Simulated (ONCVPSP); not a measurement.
Scattering properties, ONCV potential for cadmium (Cd)

Cd (Z = 48), optimised norm-conserving Vanderbilt (ONCV), made with ONCVPSP 4.0.1 (LDA (Perdew-Zunger), fully relativistic). Core [Ar] 3d10 4s2, reference 4p6 4d10 5s1.5 (charge +0.5). Waves: 5s: rc 2.45 bohr, ncon 3, nbas 7, qcut 3.1 1/bohr, 3 projectors, debl 1.3 Ha; 4p: rc 1.65 bohr, ncon 3, nbas 6, qcut 8.3 1/bohr, 1 projector; 4d: rc 1.85 bohr, ncon 3, nbas 7, qcut 8.8 1/bohr, 2 projectors, debl 0.9 Ha. Local part: polynomial inside 1.10 bohr (lpopt 5, dvloc0 0 Ha). Core correction: Teter function, fcfact 3.25, rcfact 1.1.

Open shells are filled in proportion to 2j + 1.

The phase is arctan(r·R′/R) of the radial function R(r), unwrapped; energies in Ha, scanned from -4 to 5 Ha. A pole is an energy at which the radial function vanishes at the test radius. The pseudo phase is shifted by a multiple of π to meet the all-electron one at the reference energy, and phase errors are pseudo minus all-electron; the curves can meet again beyond the range given. Levels narrower than the energy grid can be missing from the lists of poles.

Q: For each channel, where are the poles, and over which energies does the pseudopotential scatter like the atom?

A:

```
channel  radius (bohr)  reference energy (Ha)  poles, all-electron  poles, pseudo  unbroken range about the reference energy with phases within 0.05 rad  phase error 1 Ha above the reference energy (rad)
      s           2.49                  -0.35                 0.76           0.76                                                        the whole range                                             +0.000
   p3/2           1.68                  -2.55                -2.21    -2.21, 4.68                                                              below 0.0                                             -0.004
   p1/2           1.68                  -2.77                -2.48    -2.48, 4.66                                                             below -0.1                                             -0.003
   d5/2           1.88                  -0.58                -0.13          -0.13                                                        the whole range                                             +0.000
   d3/2           1.88                  -0.61                -0.18          -0.18                                                        the whole range                                             +0.000
```

Note: ghosts flagged at negative energy: s at -113.2 eV; GHOST(+) flagged for s at 169.2 eV. A true bound ghost makes a file unfit for plane-wave use.

Phases in the p3/2 channel:

```csv
E (Ha),all-electron,pseudo
-3.98,1.146,1.144
-3.50,0.967,0.964
-3.02,0.101,0.091
-2.54,-1.344,-1.344
-2.06,-1.627,-1.628
-1.58,-1.746,-1.750
-1.10,-1.836,-1.844
-0.62,-1.931,-1.948
-0.14,-2.058,-2.098
0.34,-2.265,-2.365
0.82,-2.653,-2.911
1.30,-3.307,-3.668
1.78,-3.889,-4.133
2.26,-4.201,-4.358
2.74,-4.368,-4.483
3.22,-4.468,-4.563
3.70,-4.535,-4.622
4.18,-4.584,-4.669
4.66,-4.622,-4.710
```
